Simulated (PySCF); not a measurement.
# Substituent chemical shifts

Parent skeleton `[OH:1][SiH3:2]`; one hydrogen on atom 1 is replaced by X. Hydrogens on one atom are averaged.

PySCF calculation with PBE0/pcSseg-1 with gauge-including orbitals and GFN2-xTB geometry; non-relativistic, a single conformation, isolated molecule, one averaged value for each set of equivalent atoms.

Scale: 17O (336.08 ppm) vs H2O; TMS for 29Si (349.16 ppm), 1H (31.72 ppm) (reference shieldings calculated alike).

Parent (X = H): O1 -2.9, Si2 -36.8, H(Si2) 5.04 ppm. Effects are Δδ = δ(X) − δ(H), positive for deshielding.

(1) Order these by the shift of O1, most shielded first.
A. X = CH2CF3
B. X = cPr
C. X = nPr
D. X = tBu

(2) Order these by the shift of Si2, most shielded first.
A. X = nPr
B. X = cPr
C. X = CH2CF3
D. X = tBu

## Answers

(1) A (+3.1 ppm), C (+21.9 ppm), B (+24.4 ppm), D (+63.3 ppm).

(2) D (-16.6 ppm), B (-3.9 ppm), A (-2.2 ppm), C (+6.0 ppm).

Experimental scales use liquid or dissolved standards, which lie at an offset from isolated H2O (liquid H2O: subtract about 36 ppm).
